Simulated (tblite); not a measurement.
C6H13BOS.
Structure used (GFN2-xTB), in Å, numbered top down from 1:
```
atom  x, y, z in Å
C1     3.4833    0.3199   -0.8480
O2     2.4998   -0.3480   -0.0920
B3     1.2349    0.0580    0.0447
C4     0.2817   -0.8490    0.9457
C5    -0.8673   -1.5294    0.1805
C6    -2.1148   -0.6611    0.0241
C7    -1.9611    0.5545   -0.8895
C8    -1.0998    1.6741   -0.3156
S9     0.6669    1.5696   -0.7855
H10    3.7480    1.2679   -0.3730
H11    4.3595   -0.3266   -0.8946
H12    3.1206    0.5309   -1.8574
H13   -0.1466   -0.2809    1.7755
H14    0.9011   -1.6279    1.3944
H15   -0.5160   -1.8447   -0.8045
H16   -1.1618   -2.4303    0.7249
H17   -2.9114   -1.2872   -0.3867
H18   -2.4423   -0.3237    1.0112
H19   -1.5523    0.2443   -1.8533
H20   -2.9593    0.9625   -1.0730
H21   -1.4149    2.6381   -0.7140
H22   -1.1587    1.7083    0.7714
```

Method: GFN2-xTB as coded in tblite; computed harmonic values from a numerical Hessian at the method's own geometry, unscaled. This tight-binding method is rough: wavenumbers can miss measured ones by several per cent, in bad cases by 10 to 20. One conformer, not necessarily the lowest. The optimisation stopped once no atom felt more than 0.01 eV/Å.

Lowest wavenumbers of the output (negative numbers stand for imaginary wavenumbers):
```
mode    cm-1
  1     -26.3
  2      55.7
  3     108.2
  4     155.8
  5     178.4
  6     227.0
  7     246.5
  8     283.1
```

**Question.** Is this structure a minimum?

**Answer.** Not by this Hessian. 1 mode is imaginary beyond 20i (26i cm⁻¹), so at this level the point lies at or near a first-order saddle. The curvature is small, so loose convergence or finite differences may be the whole cause.

**Question.** Which atoms move in the imaginary mode?

**Answer.** 26i: H10 (methyl hydrogen) 34 %, H11 (methyl hydrogen) 32 %, H12 (methyl hydrogen) 27 %. These are shares of the mass-weighted motion.

**Question.** What is the remedy?

**Answer.** Step along that mode in both directions, optimise again with tighter thresholds and repeat the frequencies. The zero-point energy of this point (117.0 kcal/mol) counts the 59 real modes alone, and thermal corrections from it aren't those of a minimum.

Time: 3.0 s wall. Hardware: an Intel Xeon at 2.50 GHz with one thread, no GPU, shared host with 64 logical CPUs at a one-minute load of 55. The figure is for the frequency step alone.
